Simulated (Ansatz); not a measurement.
Input (CCSDT(Q)/cc-pVTZ; Ansatz, a quantum-chemistry and plane-wave program):

Ansatz 0.2 input:
```yaml
crystal:
  periodic: [false, false, false]
  atoms:
    - {symbol: Ga, position_ang: [-0.62982038, -0.35492259, -0.38252025]}
    - {symbol: H, position_ang: [-1.82321110, -1.02743388, -1.10732389]}
    - {symbol: Br, position_ang: [-0.15020940, 1.87112126, -0.64199845]}
    - {symbol: Br, position_ang: [0.76014206, -1.52740600, 1.01243993]}
basis:
  gaussian:
    orbitals: cc-pVTZ
magnetization: {spin_polarized: false}
correlation: {method: ccsdt_q, electrons: outside_noble_gas}
```

Output:

```
Functional definition: HF
integrals: 0.49 GiB planned
1668 factors; integrals over basis functions are off by at most 1.9e-7 eV
mean field: 1.57 GiB planned
mean field evaluation 1: about -192353.8904 eV, gradient 1.7e1 eV
mean field evaluation 2: about -192353.9760 eV, gradient 1.7e1 eV
mean field evaluation 4: about -192355.0418 eV, gradient 1.6e0 eV
mean field evaluation 8: about -192355.0614 eV, gradient 1.4e-1 eV
mean field evaluation 16: about -192354.7161 eV, gradient 9.8e0 eV
mean field -192355.06147202 eV, -7068.9181261531 hartree, gradient 2.7e-6 eV, S^2 0.000000; 0 other end points of the search recorded, 0 dependent functions left out
42 core orbitals not correlated
reference -192355.06147202 eV, -7068.9181261531 hartree; 9, 9 occupied and 92, 92 virtual orbitals, 1668 factors
second order -10.53725322 eV of doubles, -0.00000000 eV of singles
coupled cluster: 5.33 GiB planned
cycle   1  -11.23957034 eV  change   -7.0e-1 eV  update   9.1e-2
cycle   2  -11.79344593 eV  change   -5.5e-1 eV  update   3.9e-2
cycle   3  -12.06051213 eV  change   -2.7e-1 eV  update   1.9e-2
cycle   4  -12.00349118 eV  change    5.7e-2 eV  update   5.9e-3
cycle   5  -12.00088870 eV  change    2.6e-3 eV  update   3.3e-3
cycle   6  -12.00435461 eV  change   -3.5e-3 eV  update   9.7e-4
cycle   7  -12.00423722 eV  change    1.2e-4 eV  update   4.4e-4
cycle   8  -12.00403427 eV  change    2.0e-4 eV  update   1.2e-4
cycle   9  -12.00412882 eV  change   -9.5e-5 eV  update   5.4e-5
cycle  10  -12.00415670 eV  change   -2.8e-5 eV  update   2.0e-5
cycle  11  -12.00410367 eV  change    5.3e-5 eV  update   7.9e-6
cycle  12  -12.00410773 eV  change   -4.1e-6 eV  update   3.3e-6
cycle  13  -12.00410859 eV  change   -8.7e-7 eV  update   1.2e-6
cycle  14  -12.00411042 eV  change   -1.8e-6 eV  update   5.2e-7
perturbative correction -0.01939931 eV, -0.0007129117 hartree
Total energy: -192367.08498175 eV, -7069.3599819860 hartree
```
